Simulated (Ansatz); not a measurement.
Two isomers of CH8OSi2: A = `CO[SiH2][SiH3]`, B = `C[SiH2]O[SiH3]`.

Isolated molecules relaxed with PBE0-D4/def2-TZVP in Ansatz; ΔE leaves out vibrations. CCSD(T)/CBS adds triple-zeta CCSD(T) − MP2 to the extrapolated MP2 energy (def2 sets, frozen cores). This one scheme is used for every species. DFT in def2-TZVPP. B3LYP here is the variant with VWN-RPA as its local correlation; programs differ in this. Each species was taken in one conformer, which may not be the lowest.

Q: Which is lower in electronic energy at CCSD(T)/CBS, and by how much? (Estimate.)

A: Ansatz gave: B, by 51.0 kcal/mol.

Q: Give E(B) − E(A) in kcal/mol with B3LYP-D4, r2SCAN-D4, B2PLYP, CCSD(T)/def2-SVP, ωB97M-V, PBE0-D4, BLYP-D4. (Best estimate.)

A: Ansatz gave: B3LYP-D4 -48.9, r2SCAN-D4 -49.3, B2PLYP -50.8, CCSD(T)/def2-SVP -44.9, ωB97M-V -51.0, PBE0-D4 -46.3, BLYP-D4 -46.9. None reverses the order clearly.

Q: Does the order hold for the free energy at 298.15 K (harmonic terms from PBE0-D4)? (An estimate is asked.)

A: Ansatz gave: Yes: G(B) − G(A) = -52.0 kcal/mol, for one conformer each. Modes under 60 cm⁻¹, often nearly free rotors, make the harmonic entropy too high.

Largest T1 diagnostic: 0.012.

From r2SCAN to r2SCAN0 (25 % exact exchange), in def2-TZVPP and without D4, E(B) − E(A) moves by −1.1 kcal/mol. At CCSD(T), def2-SVP lies +6.1 kcal/mol from the extrapolated value and def2-TZVPP +0.9 kcal/mol.
